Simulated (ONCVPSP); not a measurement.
## Plane-wave convergence, ONCV potential for N

| Quantity | Value |
| --- | --- |
| Element | nitrogen (N) |
| Generator | ONCVPSP 4.0.1 |
| Type | optimised norm-conserving Vanderbilt (ONCV) |
| Functional | Wu-Cohen |
| Relativity | scalar-relativistic |
| Frozen core | [He] |
| Valence charge | 5 |
| Reference configuration | 2s2 2p3 |
| Partial waves | 2s: rc 1.00 bohr, ncon 4, nbas 7, qcut 7.9 1/bohr, 2 projectors, debl 2.9 Ha; 2p: rc 2.35 bohr, ncon 4, nbas 8, qcut 6.8 1/bohr, 2 projectors, debl 2.9 Ha; d scattering state at 0.25 Ha: rc 1.90 bohr, ncon 3, nbas 7, qcut 4.4 1/bohr, 2 projectors, debl 3.3 Ha |
| Local potential | polynomial inside 0.75 bohr (lpopt 5, dvloc0 3 Ha) |
| Core correction | none |

Task: For each optimised wave give the share of its norm inside rc, the residual kinetic energy above qcut (Ha) and the cutoffs (Ha) for errors of 10, 1, 0.1 and 0.01 mHa per electron.

Result:

```tsv
wave	norm inside rc	residual KE	10 mHa	1 mHa	0.1 mHa	0.01 mHa
2s	0.331	4.1e-04	18.7	27.7	63.3	117.0
s projector 2	0.068	2.9e-04	17.0	26.7	38.0	108.9
2p	0.865	2.2e-08	10.8	13.9	16.6	18.8
p projector 2	0.198	3.2e-06	13.7	17.1	19.7	22.4
d projector 1	0.016	1.3e-05	1.0	3.2	6.6	10.2
d projector 2	0.176	1.5e-02	10.7	25.8	65.4	94.1
```

The occupied waves need 28 Ha and 63 Ha for 1 and 0.1 mHa. Note: no bound ghost flagged; GHOST(+) flagged for d at 13.5 eV. Its largest configuration-test error is +2522 meV.
